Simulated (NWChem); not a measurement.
System: SiH3SeF; SMILES F[SiH2][SeH]

```xyz
6

Si     0.5403     1.1178    -0.0057
F     -0.7118     2.1364     0.0378
Se    -0.0958    -1.0739     0.0335
H      1.3495     1.2995     1.2213
H      1.3003     1.4122    -1.2427
H     -0.5504    -1.0765    -1.3769
```
Atoms are numbered in this order, from 1.

Computed with NWChem. All runs use the structure optimised with B3LYP/6-31G* (spherical d). Vertical excitations in the gas phase; the lowest state need not have the same character in each row.

For level B3LYP/def2-SVP, full TDDFT:

```
Property                                  Result
----------------------------------------  ------
lowest state with f > 0.02, singlet (eV)    6.73
orbital gap (eV)                            6.92
```

Q: Estimate the same quantities for level CAM-B3LYP/def2-SVP, full TDDFT.

A: 
- lowest state with f > 0.02, singlet (eV): 7.16
- orbital gap (eV): 9.83
